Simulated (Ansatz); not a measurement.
Geometry optimisation, UKS PBE-D4/def2-SVP (Ansatz 0.2.0).

Input:

```yaml
crystal:
  periodic: [false, false, false]
  atoms:
    - { symbol: C, position_ang: [0.1611, -0.7167, -1.6032] }
    - { symbol: C, position_ang: [0.1984, -0.2238, -0.5061] }
    - { symbol: Si, position_ang: [0.3036, 0.4798, 1.2092] }
    - { symbol: F, position_ang: [-0.4787, -0.4111, 2.2057] }
    - { symbol: H, position_ang: [-0.42801, 0.30288, -1.22605] }
    - { symbol: H, position_ang: [-0.1708, 1.8895, 1.2641] }
magnetization:
  spin_polarized: true
  initial_magnetization: 1
basis:
  gaussian: { orbitals: def2-SVP }
hamiltonian:
  xc: pbe
  dispersion: d4
relax:
  f_tol: 0.02
  max_steps: 50
output:
  orbitals: {}
```

Launched with:

```bash
$ ansatz run input.yaml --threads 2 --pin off --max-ram 3072MiB --backend cpu --events-out ev --progress --plain --runs-dir out
```

Question: Where does it end, and by what steps?

Answer: It converged. After 23 steps the energy has fallen by 2.753 eV; H5 moved furthest, 1.52 Å. The start is strongly strained (largest force component 9 eV/Å), so its close contacts needn't be bonds. Parted: C2–H5 (1.09 → 2.32 Å).

```
step  energy less start (eV)  largest force component (eV/Å)  accepted
   0                  0.0000                           8.795       yes
   1                 -0.6010                           1.832       yes
   2                 -0.7315                           0.307       yes
   3                 -0.7427                           0.152       yes
   4                 -0.7473                           0.136       yes
   5                 -0.7571                           0.114       yes
   6                 -0.7638                           0.102       yes
   7                 -0.7449                           0.727        no
   8                 -0.7752                           0.322       yes
   9                 -0.7830                           0.351       yes
  10                 -0.7943                           0.430       yes
  11                 -0.8137                           0.601       yes
  12                 -0.9746                           1.496       yes
  13                 -1.3279                           1.941       yes
  14                 -1.6248                           2.778       yes
  15                 -2.1142                           3.541       yes
  16                 -2.3099                           2.316       yes
  17                 -2.6633                           2.571       yes
  18                 -2.6732                           0.854       yes
  19                 -2.6959                           0.924       yes
  20                 -2.7469                           0.192       yes
  21                 -2.7501                           0.137       yes
  22                 -2.7521                           0.098       yes
  23                 -2.7527                           0.015       yes
```

```xyz
6
Properties=species:S:1:pos:R:3
C -0.190 -0.251 -1.467
C -0.027 0.070 -0.288
Si 0.428 0.481 1.425
F -0.476 -0.396 2.479
H -0.350 -0.526 -2.503
H 0.201 1.944 1.698
```

Whether the end is a true minimum wasn't checked by a vibrational analysis.

Run time: 23 s on 2 threads of Intel(R) Xeon(R) Platinum 8488C (Sapphire Rapids), on a shared host, peak memory 0.17 GiB.
